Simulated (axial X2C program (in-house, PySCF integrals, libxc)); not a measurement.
VNC⁺: the levels of the configuration d3 s0 p(π)0

Computed with an axial X2C code built on PySCF integrals: two-component X2C with atomic mean-field Coulomb and Gaunt terms, basis V dyall-v3z, N dyall-v3z, C dyall-v3z (cores contracted in-house). Orbitals come from Hartree–Fock averaged over the configuration V d3 s0 p(π)0; CI then distributes these electrons over the d, s, p(π) shells of V. The speed of light was multiplied by 100, so these are model numbers.

V–N–C held linear, bonds 1.937 and 1.170 Å (the second held) (near the minimum of the configuration average).

Lowest levels of this model:

```tsv
Ω	energy (cm⁻¹)	g∥	configuration
1/2	0	2.01	100% d3
3/2	0	2.00	100% d3
5/2	0	6.00	100% d3
7/2	0	10.01	100% d3
1/2	86	4.01	100% d3
1/2	86	0.00	100% d3
3/2	86	4.00	100% d3
5/2	86	8.01	100% d3
3/2	1619	6.01	100% d3
1/2	1619	2.00	100% d3
3/2	3727	0.01	100% d3
5/2	3727	4.00	100% d3
7/2	3727	8.00	100% d3
9/2	3727	12.01	100% d3
5/2	13784	8.01	100% d3
7/2	14241	6.00	100% d3
9/2	14241	10.00	100% d3
7/2	14283	8.00	100% d3
9/2	14960	8.00	100% d3
11/2	14960	12.00	100% d3
9/2	18672	10.00	100% d3
```

g∥ is the magnitude of 2⟨Lz + ge Sz⟩ for the +Ω component.

Question: From Ω and g∥ of the lowest level, whose 2⟨Lz + ge Sz⟩ is negative, find ⟨Sz⟩ and ⟨Lz⟩ (ge = 2.0023).

Answer: Ω = ⟨Lz⟩ + ⟨Sz⟩ = 1/2 and ⟨Lz⟩ + ge⟨Sz⟩ = -1.005, so ⟨Sz⟩ = -1.50 and ⟨Lz⟩ = 2.00.

Occupations of the active spinors in the lowest level by ω, shell by shell in order of energy: -5/2: 0.00; -3/2: 0.00 1.00 0.00; -1/2: 0.00 0.00 0.00 0.00; 1/2: 1.00 0.00 0.00 0.00; 3/2: 1.00 0.00 0.00; 5/2: 0.00. The leading determinant has weight 1.00 among 97.

This point took 1.1 s on 1 thread of AMD EPYC 7B13 (Zen 3), on a shared host.

Dynamic correlation is missing, so gaps between terms are too wide and other configurations may lie lower; the lowest level listed is that of this model, not necessarily the ground state. For d shells the ligand-field splittings (σ, π, δ) and their order can be off by a thousand cm⁻¹ or more. At most 4 roots were kept for each Ω > 0 (twice that for Ω = 0) within 3.2 eV of the lowest, so higher up levels can be missing between those listed; levels with Ω > 0 are doubly degenerate and listed once, Ω = 0 levels singly. Some active spinors are only partly of the character that their shell is named for, so the shell names and counts are nominal. States that fill the shells left empty in the average are placed too high. The molecule was held linear; bending was not examined.
